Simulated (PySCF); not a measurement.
# C₆ coefficients of unlike pairs at revPBE

Calculated with PySCF 2.14 from the dipole response of each species, C₆(A,B) = (3/π) ∫ α_A(iu) α_B(iu) du, in atomic units, from isotropic polarisabilities. For ions this is the dispersion term alone; charge-induced terms of lower order in 1/R come first.

| species | configuration | basis | relativity | α (bohr³) | C₆ (like pair) |
| --- | --- | --- | --- | --- | --- |
| Hf²⁺ | [Xe] 4f14 5d2 (3F) | def2-TZVPPD with the def2 core potential (60 electrons) (6s5p3d2f1g) | core potential | 15.29 | 76.50 |
| Ca | [Ar] 4s2 (1S) | def2-QZVPPD (11s6p4d3f) | none | 166.2 | 2342 |
| Fe⁺ | [Ar] 3d6 4s1 (6D) | x2c-QZVPPall with one added diffuse shell each of s, p, d, f, g type (12s8p6d5f3g) | spin-free X2C | 25.30 | 127.7 |

Task: Estimate C₆ for Fe⁺ with Ca.

Result: The integral gives 499.5. The combination rule 2 C_A C_B / (C_A α_B/α_A + C_B α_A/α_B) gives 500.4 and the geometric mean 546.9.

No spin-orbit coupling is included.

The other pairs:

```csv
pair,C₆
"Fe⁺, Hf²⁺",95.65
"Ca, Hf²⁺",339.2
```
